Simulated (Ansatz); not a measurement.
Species: SnOH$_{3}$, charge 0, doublet. SnOH3 (SMILES [O][SnH3], doublet).
B3LYP-D3(BJ)/def2-TZVP minimum from Ansatz (a quantum-chemistry and plane-wave program):
```xyz
5

Sn    -0.2312     0.0087    -0.0634
O      1.7012    -0.0734     0.4704
H     -0.3657     1.5680    -0.7459
H     -1.1712    -0.1784     1.3510
H     -0.5120    -1.2373    -1.1982
```
Charge 0, spin multiplicity 2.

Total energies in def2-SVP, 13 correlated electrons, 10 frozen orbitals. UHF or UKS for unpaired electrons; spin-orbit terms are left out. Cores are frozen in correlated methods (noble-gas shells, and filled d and f shells in the p block). Past Kr the def2 sets carry scalar-relativistic core potentials. Spin-orbit terms, left out, reach several kcal/mol for Br and I, and more for heavier atoms.

```tsv
method	program	energy (Eh)	minus CCSDT(Q) (mEh)
HF	Ansatz	-289.81705	272.51
MP2	Ansatz	-290.04932	40.25
CCSD	Ansatz	-290.08321	6.36
CCSD(T)	Ansatz	-290.08812	1.45
CCSDT(Q)	Ansatz	-290.08956	0.00
```

Rough core times of Ansatz's runs on a shared machine: CCSD(T) under 20 s, CCSDT(Q) 90 s.
